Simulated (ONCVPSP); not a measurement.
## An all-electron radial function and its pseudo partner (calcium)

Columns: radius, all-electron u(r) and pseudo u(r) of the 3p shell (level -28.04 eV) of calcium in the configuration [Ne] 3s2 3p6 4s2; revPBE, scalar-relativistic, ONCV scheme, ONCVPSP 4.0.1.

```json
{"r (bohr)": "0.100", "all-electron": "-0.3195", "pseudo": "0.0228"}
{"r (bohr)": "0.200", "all-electron": "-0.4745", "pseudo": "0.0889"}
{"r (bohr)": "0.300", "all-electron": "-0.3356", "pseudo": "0.1918"}
{"r (bohr)": "0.400", "all-electron": "-0.0593", "pseudo": "0.3206"}
{"r (bohr)": "0.500", "all-electron": "0.2373", "pseudo": "0.4618"}
{"r (bohr)": "0.600", "all-electron": "0.4956", "pseudo": "0.6021"}
{"r (bohr)": "0.700", "all-electron": "0.6948", "pseudo": "0.7295"}
{"r (bohr)": "0.800", "all-electron": "0.8327", "pseudo": "0.8337"}
{"r (bohr)": "0.900", "all-electron": "0.9145", "pseudo": "0.9066"}
{"r (bohr)": "1.000", "all-electron": "0.9502", "pseudo": "0.9442"}
{"r (bohr)": "1.100", "all-electron": "0.9503", "pseudo": "0.9480"}
{"r (bohr)": "1.200", "all-electron": "0.9247", "pseudo": "0.9243"}
{"r (bohr)": "1.300", "all-electron": "0.8815", "pseudo": "0.8815"}
{"r (bohr)": "1.400", "all-electron": "0.8272", "pseudo": "0.8271"}
{"r (bohr)": "1.500", "all-electron": "0.7667", "pseudo": "0.7666"}
{"r (bohr)": "1.600", "all-electron": "0.7036", "pseudo": "0.7035"}
{"r (bohr)": "1.700", "all-electron": "0.6406", "pseudo": "0.6405"}
{"r (bohr)": "1.800", "all-electron": "0.5795", "pseudo": "0.5794"}
{"r (bohr)": "1.900", "all-electron": "0.5214", "pseudo": "0.5214"}
{"r (bohr)": "2.000", "all-electron": "0.4671", "pseudo": "0.4671"}
{"r (bohr)": "2.100", "all-electron": "0.4170", "pseudo": "0.4170"}
{"r (bohr)": "2.200", "all-electron": "0.3711", "pseudo": "0.3711"}
{"r (bohr)": "2.300", "all-electron": "0.3294", "pseudo": "0.3294"}
{"r (bohr)": "2.400", "all-electron": "0.2918", "pseudo": "0.2917"}
{"r (bohr)": "2.500", "all-electron": "0.2580", "pseudo": "0.2580"}
{"r (bohr)": "2.600", "all-electron": "0.2278", "pseudo": "0.2278"}
```

Question: How many radial nodes do the two functions have?

Answer: The all-electron 3p function has n − l − 1 = 1; the pseudo-wave has 0, since the states of the same l below it are removed with the core.

Question: At about which radius was the pseudo-wave matched?

Answer: 1.35 bohr. The columns agree to 0.0005 from 1.20 bohr on; several derivatives are matched, so the curves merge somewhat inside the radius.

Question: Is the pseudo-wave norm-conserving?

Answer: Yes: the ONCV scheme keeps the norm inside the radius equal to the all-electron one, which fixes the energy derivative of the logarithmic derivative at the level.
